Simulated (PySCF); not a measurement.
Polarisability and C₆ of Ru+ (ruthenium, charge +1)

[Kr] 4d7, high-spin 4F determinant. Calculation: PySCF 2.14, in aug-cc-pwCVTZ-DK; the spin-free X2C one-electron Hamiltonian (Gaussian nucleus). Coupled (time-dependent) response in atomic units; α is the mean over directions.

```json
{"method": "PBE0", "mean α (bohr³)": "15.06", "C₆ (like pair)": "95.91", "S(−4)": "104.0"}
```

S(−4) is the Cauchy moment in α(ω) = α(0) + S(−4) ω² + …

Spin-orbit coupling is absent.

α(iu) at PBE0:

| u (hartree) | α(iu) (bohr³) |
| --- | --- |
| 0 | 15.06 |
| 0.0500 | 14.80 |
| 0.100 | 14.13 |
| 0.200 | 12.26 |
| 0.300 | 10.47 |
| 0.500 | 7.880 |
| 0.750 | 5.832 |
| 1.00 | 4.491 |
| 1.50 | 2.894 |
| 2.00 | 2.014 |
| 3.00 | 1.128 |
| 5.00 | 0.4984 |

For an ion, C₆ is the dispersion term alone; charge-induced terms of lower order in 1/R come first.
